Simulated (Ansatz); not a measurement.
`[F][GaH][I]` + `BN` → `B[NH][GaH][F]` + HI at 700 K and 1 bar (ligand exchange at a Ga–I bond).

Calculated with Ansatz (gas phase, PBE0-D4/def2-TZVP geometries, no zero-point term in ΔE). CCSD(T)/CBS adds triple-zeta CCSD(T) − MP2 to the extrapolated MP2 energy (def2 sets, frozen cores). This one scheme is used for every species. def2 core potentials past Kr. For Ga, I outer-core shells are correlated without core-valence functions, which leaves a few kJ/mol of doubt a bond. Scalar relativity is left out up to krypton. One conformer a species, not always the lowest.

```json
{"species": "`[F][GaH][I]`", "CCSD(T)/CBS energy (Eh)": "-2321.86103", "H − E (kJ/mol)": "67.2", "S (J/(mol·K))": "373.1"}
{"species": "`BN`", "CCSD(T)/CBS energy (Eh)": "-81.93499", "H − E (kJ/mol)": "163.7", "S (J/(mol·K))": "282.2"}
{"species": "`B[NH][GaH][F]`", "CCSD(T)/CBS energy (Eh)": "-2105.72573", "H − E (kJ/mol)": "187.7", "S (J/(mol·K))": "419.5"}
{"species": "HI", "CCSD(T)/CBS energy (Eh)": "-298.03592", "H − E (kJ/mol)": "34.6", "S (J/(mol·K))": "231.7"}
```

H − E and S are ideal-gas, rigid-rotor, harmonic terms from PBE0-D4/def2-TZVP, for one conformer and one mirror image of each species. 1 Eh = 2625.50 kJ/mol, R = 8.31446 J/(mol·K).

Problem. By hand: ΔE, ΔH, ΔS and ΔG.

Solution. ΔE = (-2105.72573) + (-298.03592) − (-2321.86103) − (-81.93499) = 0.03437 Eh = 90.2 kJ/mol. Δ(H − E) = 187.7 + 34.6 − 67.2 − 163.7 = -8.6, so ΔH = 81.6 kJ/mol. ΔS = 419.5 + 231.7 − 373.1 − 282.2 = -4.1 J/(mol·K). ΔG = 81.6 − 700 × (-4.1)/1000 = 84.5 kJ/mol.

Problem. By hand: the equilibrium constant, and the temperature at which ΔG would vanish if ΔH and ΔS stayed fixed.

Solution. log₁₀ K = −ΔG/(RT ln 10) = -6.3. ΔH and −TΔS have one sign here, so there is no such temperature. One of them is within its doubt of zero, so this could turn.

The number of gas molecules stays the same, so ΔS is small and ΔH decides. A doubt of 5 kJ/mol in ΔE shifts log₁₀ K by 0.4 here. Other conformers and mirror images would add mixing entropy, several J/(mol·K) or more a flexible species. These are equilibria of isolated gas molecules and say nothing of rates. Largest T1 diagnostic: 0.014 (customary marks: 0.02 for closed shells, 0.045 for open ones).
